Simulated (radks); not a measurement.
The numbers below are computed, except where a source is named.
Coulomb parameter of the 5d shell of the hafnium ion Hf+ in the model configuration [Xe] 4f14 5d2 6s1, as a second difference U = [E(n + 0.5) + E(n - 0.5) - 2 E(n)] / (0.5)^2 with all orbitals relaxed. "Bare": the charge of the atom changes with n. "Screened": the 6s shell takes up the change at fixed total charge, which measures U(5d,5d) + U(6s,6s) - 2 U(5d,6s). Code: a radial shooting solver on a logarithmic mesh with Libxc functionals. Model: scalar-relativistic Kohn-Sham, PBE, spin-unpolarised, spherical densities, finite nucleus; Fermi nuclear charge, rms radius 5.347 fm.

case                   configuration  E - E(n) (eV)
start              [Xe] 4f14 5d2 6s1          0.000
bare +0.5        [Xe] 4f14 5d2.5 6s1         -3.598
bare -0.5        [Xe] 4f14 5d1.5 6s1          5.696
screened +0.5  [Xe] 4f14 5d2.5 6s0.5          0.945
screened -0.5  [Xe] 4f14 5d1.5 6s1.5         -0.811

U(bare) = 8.391 eV, U(screened by 6s) = 0.535 eV, against the Slater integral F0(5d,5d) = 10.909 eV with frozen orbitals.
